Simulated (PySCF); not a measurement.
## Radial density of Xe(3+) (xenon, charge +3)

UHF, [Kr] 4d10 5s2 5p3, high-spin 4S determinant. Computed with PySCF 2.14 in def2-SVP with the def2 core potential (28 electrons) (6s5p3d2f, 50 functions), with scalar relativity through the core potential. This is the valence pseudo-density: the core potential removes the inner electrons and smooths the orbitals near the nucleus.

| r (bohr) | 4πr²ρ (e/bohr) | 4πr²(ρα − ρβ) |
| --- | --- | --- |
| 0.00119 | 1.610e-05 | 0.0000 |
| 0.00200 | 4.514e-05 | 0.0000 |
| 0.00336 | 0.0001245 | 0.0000 |
| 0.00565 | 0.0003289 | 0.0000 |
| 0.00951 | 0.0007850 | 0.0000 |
| 0.0160 | 0.001580 | 0.0000 |
| 0.0269 | 0.002703 | 0.0000 |
| 0.0452 | 0.003655 | 0.0000 |
| 0.0761 | 0.006316 | 0.0001 |
| 0.128 | 0.03425 | 0.0007 |
| 0.215 | 0.3851 | 0.0068 |
| 0.362 | 5.330 | 0.1183 |
| 0.609 | 27.42 | 0.4360 |
| 1.02 | 15.07 | 0.0991 |
| 1.72 | 4.429 | 2.0581 |
| 2.90 | 0.8290 | 0.6172 |
| 4.88 | 0.006982 | 0.0052 |

Energies and moments cover only the electrons outside the core potential.
